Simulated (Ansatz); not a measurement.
Relaxation of F₃H₄N₂Ta (10 atoms, charge 0, multiplicity 1), to a largest force component of 0.02 eV/Å in at most 40 steps.

Method: Ansatz 0.2.0, RHF/def2-SVP.

```xyz
10
Properties=species:S:1:pos:R:3:forces:R:3
Ta 0.000 0.000 0.000 0.99 1.59 0.04
N 2.160 0.000 0.000 -2.46 0.03 -0.09
H 2.690 -0.512 0.762 -0.77 1.53 -1.89
H 2.690 0.512 -0.762 -0.74 -1.52 1.92
F 0.000 0.000 1.930 -0.15 -0.16 -1.53
F 0.000 0.000 -1.930 0.06 0.28 1.51
N -1.080 1.871 0.000 1.28 -2.13 -0.10
H -1.641 2.158 0.852 1.31 -0.15 -2.17
H -1.049 2.501 -0.852 -0.53 -1.19 2.19
F -0.965 -1.671 0.000 1.01 1.72 0.12
```

**Question.** Where does it end, and by what steps?

**Answer.** It converged. After 6 steps the energy has fallen by 1.547 eV; H3 moved furthest, 0.59 Å.

```tsv
step	energy less start (eV)	largest force component (eV/Å)	accepted
0	0.0000	2.459	yes
1	-1.2136	2.793	yes
2	-1.4738	0.741	yes
3	-1.5167	1.012	yes
4	-1.5437	0.279	yes
5	-1.5465	0.082	yes
6	-1.5473	0.008	yes
```

```xyz
10
Properties=species:S:1:pos:R:3
Ta -0.001 -0.002 -0.035
N 1.969 0.031 0.020
H 2.508 0.037 0.867
H 2.553 0.132 -0.790
F -0.021 -0.052 1.856
F 0.082 0.158 -1.917
N -0.958 1.720 0.035
H -1.216 2.187 0.886
H -1.169 2.279 -0.772
F -0.942 -1.632 -0.151
```

Whether the end is a true minimum wasn't checked by a vibrational analysis.

The run took 15 s on 2 threads of Arm Neoverse V2, with other jobs on the host, peak memory 0.28 GiB.
